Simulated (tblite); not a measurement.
C4H8N2Si2.
SMILES: `CC1=C[SiH2]N[Si@H]1C#N`

Level: GFN2-xTB in tblite, geometry and Hessian alike; calculated harmonic values, unscaled, isolated species. Against measured fundamentals such values can be off by several per cent, at times by over 20. Modes of hydrogen on silicon can be 10 to 20 % off.

Harmonic wavenumbers (cm⁻¹): 54.8, 72.5, 131.0, 148.7, 177.9, 268.9, 295.5, 308.5, 349.9, 382.2, 409.4, 421.8, 485.5, 533.6, 555.3, 586.8, 617.8, 642.7, 705.8, 779.5, 796.8, 822.6, 826.9, 921.4, 1017.2, 1021.1, 1131.0, 1138.2, 1264.5, 1398.2, 1479.1, 1482.9, 1627.0, 2213.4, 2231.1, 2237.8, 2353.9, 2991.1, 3005.5, 3013.9, 3022.7, 3512.3.

A = 1978, B = 1182, C = 850.3 MHz; mass 140.023 u (most abundant isotopes); point group C1, symmetry number 1.

Question: Zero-point energy?

Answer: Half the sum of the wavenumbers: 23718 cm⁻¹ = 67.81 kcal/mol.

Question: Entropy at 400 K, 1 bar (ideal gas, RRHO, classical rotation)?

Answer: Translation 42.21, rotation 30.35, vibration 40.63: S = 113.2 cal/(mol K).

Question: And Cp and H(400 K) − H(0)?

Answer: Cp = 48.87 cal/(mol K), of which vibrations give 40.92 (their classical limit is 42 R = 83.5); H(400 K) − H(0) = 11.85 kcal/mol without the zero-point energy, 8.67 from vibrations.

Question: Blend soft modes into free rotors: weight 1/[1 + (100 cm⁻¹/ν̃)⁴] for the oscillator and the rest for a rotor with moment μB/(μ + B), μ = h/(8π²ν), B = 10⁻⁴⁴ kg m². What vibrational entropy results?

Answer: 38.08 cal/(mol K) in place of 40.63, which changes −T·S at 400 K by +1.02 kcal/mol.

Question: How do the functions run with temperature in this model?

Answer: 
| T (K) | S (cal/(mol K)) | Cp (cal/(mol K)) | H − H(0) (kcal/mol) | G − H(0) (kcal/mol) | ln q(vib) |
| --- | --- | --- | --- | --- | --- |
| 50 | 58.6 | 12.6 | 0.49 | -2.44 | 0.41 |
| 100 | 69.2 | 18.6 | 1.26 | -5.65 | 1.48 |
| 298.15 | 100.0 | 40.8 | 7.26 | -22.56 | 6.74 |
| 373.15 | 109.9 | 46.9 | 10.56 | -30.44 | 8.81 |
| 500 | 124.8 | 55.0 | 17.05 | -45.34 | 12.23 |
| 750 | 149.3 | 65.8 | 32.27 | -79.72 | 18.46 |
| 1000 | 169.3 | 72.8 | 49.65 | -119.62 | 24.02 |

q(vib) and H(0) count from the zero-point level.

Hindered rotation and anharmonicity are outside this model. The structure is chiral; the term R ln 2 for an equal mix with its mirror image is left out.

The run took 0.71 s on one thread of an Arm Neoverse V1 (shared host). This covers the Hessian and the dipole derivatives.
